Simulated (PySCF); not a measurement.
SMILES Fc1cccc(C(F)(F)F)c1, singlet, GFN2-xTB optimised geometry.

```
15

F     -1.79    -2.27     0.00
C     -1.14    -1.09     0.00
C     -1.88     0.08     0.00
C     -1.21     1.29    -0.01
C      0.18     1.33    -0.01
C      0.89     0.13     0.00
C      2.40     0.17    -0.03
F      2.90     1.23     0.62
F      2.96    -0.92     0.51
F      2.87     0.25    -1.29
C      0.24    -1.09     0.00
H     -2.96     0.04     0.00
H     -1.76     2.21    -0.01
H      0.70     2.27    -0.01
H      0.79    -2.02     0.01
```

Density from PySCF with CAM-B3LYP/def2-TZVP at that geometry.

Minimum of the electron density along straight lines between bonded atoms, close to the bond critical point (lines longer than 1.1 times the sum of covalent radii, or with two minima, are not listed):

| bond | length / Å | ρ at the minimum / e bohr⁻³ | ∇²ρ there / e bohr⁻⁵ | position (fraction from the first atom) |
|---|---|---|---|---|
| F1–C2 | 1.342 | 0.268 | (withheld) | 0.67 |
| C2–C3 | 1.384 | 0.329 | -1.01 | 0.52 |
| C3–C4 | 1.384 | 0.324 | -0.97 | 0.50 |
| C4–C5 | 1.385 | 0.324 | -0.98 | 0.50 |
| C5–C6 | 1.389 | 0.321 | -0.95 | 0.49 |
| C6–C7 | 1.504 | 0.276 | -0.79 | 0.47 |
| C7–F8 | 1.341 | 0.286 | -0.52 | 0.34 |
| C7–F9 | 1.340 | 0.287 | -0.51 | 0.34 |
| C7–F10 | 1.347 | 0.283 | (withheld) | 0.35 |
| C2–C11 | 1.383 | 0.329 | -1.01 | 0.52 |
| C6–C11 | 1.387 | 0.320 | -0.94 | 0.51 |
| C3–H12 | 1.078 | 0.289 | -1.05 | 0.65 |
| C4–H13 | 1.078 | 0.291 | -1.06 | 0.65 |
| C5–H14 | 1.079 | 0.291 | -1.06 | 0.65 |
| C11–H15 | 1.078 | 0.290 | -1.06 | 0.66 |

### Question
What belongs in the gaps?

### Answer

- F1–C2, ∇²ρ there / e bohr⁻⁵: -0.11
- C7–F10, ∇²ρ there / e bohr⁻⁵: -0.56
